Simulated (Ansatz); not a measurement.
Cost and result for the atomization energy of `CC[Si]Cl` (9 atoms, 8 bonds).

```xyz
9

C    -0.390    0.794   -0.346
C     0.302   -0.555   -0.427
Si    0.761   -1.576    1.100
Cl    0.061   -0.353    2.645
H    -1.354    0.715    0.159
H    -0.565    1.216   -1.339
H     0.207    1.511    0.222
H     1.257   -0.485   -0.976
H    -0.279   -1.268   -1.037
```

Charge 0, multiplicity 1. The structure was optimised at the PBE0-D4/def2-TZVP level. It is one conformer, not always the lowest. Program: Ansatz. Hardware: A = 2 threads of an AMD EPYC 7R13 on a shared host; B = 2 threads of an AMD EPYC 7R13 on a shared host and a share of an NVIDIA H100 80 GB. Times are those of one run each, without the atoms' runs, and a repeat can differ threefold. Electronic energies, without spin–orbit coupling; frozen cores. CCSD(T)/CBS extrapolates def2-TZVPP and def2-QZVPP, and its time is that of the two runs behind it. T1 = 0.012; the RHF reference is unstable towards UHF. B3LYP takes the VWN-RPA correlation (the form of Gaussian; ORCA's B3LYP/G).

CCSD(T)/CBS is a level of theory with its own doubt, some kJ/mol a heavy atom from the limit and from the frozen cores, so smaller differences don't rank the functionals.

```csv
level,functions,wall time
PBE-D4/def2-TZVPP (with forces) [A],216,2.6 s
PBE0-D4/def2-TZVPP [A],216,3.4 s
B3LYP-D4/def2-TZVPP (with forces) [A],216,4.5 s
r2SCAN-D4/def2-TZVPP (with forces) [A],216,4.7 s
B2PLYP/def2-TZVPP [A],216,6.5 s
ωB97X-V/def2-TZVPP [A],216,7 s
ωB97M-V/def2-TZVPP (with forces) [A],216,10 s
CCSD(T)/def2-TZVPP [B],216,23 s
CCSD(T)/def2-QZVPP [B],404,38 s
CCSD(T)/CBS(def2),–,61 s
```

(1) What atomization energy does each give, and how far from CCSD(T)/CBS? (An estimate is asked.)

Answers

(1) The calculation gave: 
```tsv
level	atomization (kJ/mol)	difference from CCSD(T)/CBS	per bond
PBE-D4/def2-TZVPP (with forces) [A]	3310.7	55.8	7.0
PBE0-D4/def2-TZVPP [A]	3269.8	14.9	1.9
B3LYP-D4/def2-TZVPP (with forces) [A]	3252.4	-2.5	-0.3
r2SCAN-D4/def2-TZVPP (with forces) [A]	3259.7	4.8	0.6
B2PLYP/def2-TZVPP [A]	3215.0	-39.9	-5.0
ωB97X-V/def2-TZVPP [A]	3262.3	7.4	0.9
ωB97M-V/def2-TZVPP (with forces) [A]	3276.8	21.9	2.7
CCSD(T)/def2-TZVPP [B]	3173.0	-81.9	-10.2
CCSD(T)/def2-QZVPP [B]	3221.2	-33.7	-4.2
CCSD(T)/CBS(def2)	3254.9	0.0	0.0
```

In def2-TZVPP, CCSD(T) changes the Hartree–Fock value by +740.0 kJ/mol (the triples alone add +45.2 kJ/mol) and MP2 by +776.1 kJ/mol; breaking electron pairs costs correlation energy, which Hartree–Fock lacks. From PBE to PBE0 (25 % exact exchange), in def2-TZVPP and without D4, the atomization energy moves by −37.7 kJ/mol: exact exchange takes away binding that semilocal exchange gives to molecules. The D4 term adds +32.9 kJ/mol with B3LYP and +17.1 kJ/mol with PBE0; it sums over pairs of atoms, weighted by their polarisabilities, and B3LYP, whose exchange is more repulsive, gets the larger term.
